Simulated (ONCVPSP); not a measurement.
## tin, ONCV: configuration errors across variants

- Element: tin
- Generator: ONCVPSP 4.0.1
- Type: optimised norm-conserving Vanderbilt (ONCV)
- Functional: PBE
- Relativity: scalar-relativistic
- Frozen core: [Kr] 4d10
- Valence charge: 4
- Reference configuration: 5s2 5p2
- Partial waves: 5s: rc 2.20 bohr, ncon 3, nbas 7, qcut 2.6 1/bohr, 1 projector; 5p: rc 2.05 bohr, ncon 5, nbas 8, qcut 3.8 1/bohr, 2 projectors, debl 3.9 Ha; d scattering state at 0.02 Ha: rc 2.30 bohr, ncon 4, nbas 7, qcut 4.8 1/bohr, 2 projectors, debl 1.3 Ha
- Local potential: polynomial inside 1.65 bohr (lpopt 5, dvloc0 -1 Ha)
- Core correction: none

All-electron excitation energies from the reference (eV): (1) 5s2 5p1 6.875; (2) 5s2 5p0 20.828; (3) 5s1 5p0 51.800; (4) 5s2 5p1.5 2.616.

1 further variants failed, have other tests or too few solved ones, and are left out.

A true bound ghost makes a file unfit for plane-wave use even where its test errors are small: the radial tests pick states by their node count and pass the ghost by.

Errors AE − PS in meV (a dash: test not solved or not reliable):

```
    change   (1)  (2)   (3)   (4)  bound ghosts  GHOST(+) flags above zero
      base  -1.3  +12  +100  -0.5          s, d                          p
p: rc 1.72  -0.3  +19   +90  -0.3       s, p, d                       none
p: rc 2.06  -1.3  +12  +101  -0.5          s, d                          p
 p: rc 2.3  -0.9  +17  +109  -0.5          s, d                          p
p: rc 2.56  -0.8  +18  +111  -0.5          s, d                          p
```

Problem. Give the same row for: p: rc 2.9.

Solution. -1.1, +14, +103, -0.5; bound ghosts: s, d; GHOST(+) flags above zero: p.
